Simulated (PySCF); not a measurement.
CH3ClF2OSn. Atoms are numbered in the order given.

```xyz
9

C      0.7984    -2.7135     0.0000
O      1.2013    -1.3581     0.0000
Sn    -0.1430     0.0533     0.0000
F     -1.3037    -0.1416    -1.5154
F     -1.3037    -0.1416     1.5154
Cl     0.8282     2.1358     0.0000
H      0.2121    -2.9791     0.8970
H      0.2121    -2.9791    -0.8970
H      1.7155    -3.3222     0.0000
```
Charge 0, spin multiplicity 1.

Coordinates come from a PBE0-D3(BJ)/def2-SVP optimisation. The structure was generated by enumeration; whether it is a known compound was not checked. The def2 effective core potentials stand for the cores of Sn; spin–orbit coupling is left out. The values are those of a single conformer.

Method: r2SCAN/def2-TZVP (PySCF).

ESP charges are fitted to the potential on shells at 1.4 to 2.0 van der Waals radii. Atomic charges (e):

```
atom  ESP fit  Mulliken  Löwdin
----  -------  --------  ------
C1      -0.14     -0.15     ___
O2      -0.33     -0.49   -0.09
Sn3      0.84      1.46    0.47
F4      -0.29     -0.45     ___
F5      -0.29     -0.45     ___
Cl6     -0.12     -0.29    0.12
H7       0.11      0.12     ___
H8       0.11      0.12     ___
H9       0.12      0.12     ___
```

Task: Complete the blanks. (The exact figures need the calculation; the answer reports its results.)

Result: 
- C1, Löwdin: -0.37
- F4, Löwdin: -0.23
- F5, Löwdin: -0.23
- H7, Löwdin: 0.11
- H8, Löwdin: 0.11
- H9, Löwdin: 0.12
